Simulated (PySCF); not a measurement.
Peak assignment

Atom-mapped SMILES (the numbers label the heavy atoms): `[CH2:1]=[N:2][Si@@:3]([NH2:4])([PH2:5])[n:6]1[cH:7][cH:8][cH:9][cH:10]1` (H(Xn): hydrogen on atom n). Ha(C1) is cis to Si3; Hb(C1) is trans to Si3.

- GFN2-xTB structure
- σ from GIAO-PBE0/pcSseg-1
- code: PySCF 2.14.0 with density-fitted response routines
- rapidly exchanging positions averaged, relativity neglected, single conformer, no solvent

Scale: TMS for 13C (186.93 ppm) and 1H (31.72 ppm) (reference shieldings calculated alike).

Problem. Assign these signals to the numbered atoms. 13C{1H} NMR (computed): δ 174.7, 125.6, 116.9.

Solution. 
174.7 → C1, C=N carbon
125.6 → C7/C10, aromatic CH next to a ring nitrogen
116.9 → C8/C9, aromatic CH

Problem. Assign these signals to the numbered atoms. 1H NMR (600 MHz, computed): δ 8.55 (m, 1H), 8.36 (m, 1H), 6.78 (m, 2H), 6.58 (m, 2H), 1.37 (m, 2H), 0.91 (br s, 2H).

Solution. 
| δ (ppm) | atoms | environment | reason |
| --- | --- | --- | --- |
| 8.55 | Hb(C1) | hydrogen on a C=N carbon | – |
| 8.36 | Ha(C1) | hydrogen on a C=N carbon | – |
| 6.78 | H(C7)/H(C10) | hydrogen on an aromatic CH next to a ring nitrogen | aromatic region |
| 6.58 | H(C8)/H(C9) | hydrogen on an aromatic CH | it sits in the deshielding region of the aromatic ring current |
| 1.37 | H(P5) | hydrogen on a phosphorus bonded to Si | – |
| 0.91 | H(N4) | hydrogen on a nitrogen bonded to Si | labile proton, position sensitive to the medium |

OH and NH positions are those of a molecule without intermolecular hydrogen bonds; in solution they move with solvent, concentration and temperature, and exchange usually removes their couplings. Splittings by 31P in the carbon and heteronuclear signals aren't shown, as no couplings were computed. Shifts are as computed. Against solution values, carbons near 30 ppm lie about +3 ppm off and those near 130 ppm about +5 ppm. Of 1309 compounds with measured shifts, 239 miss one by over three times the rms of a fit or turn the order of signals round; such compounds aren't used in these exercises. No couplings were computed; multiplicities are counted from neighbouring protons, with m where these are inequivalent, close in shift, in a saturated or five-membered ring or joined by F or P, and br s for small geminal =CH2 splittings.
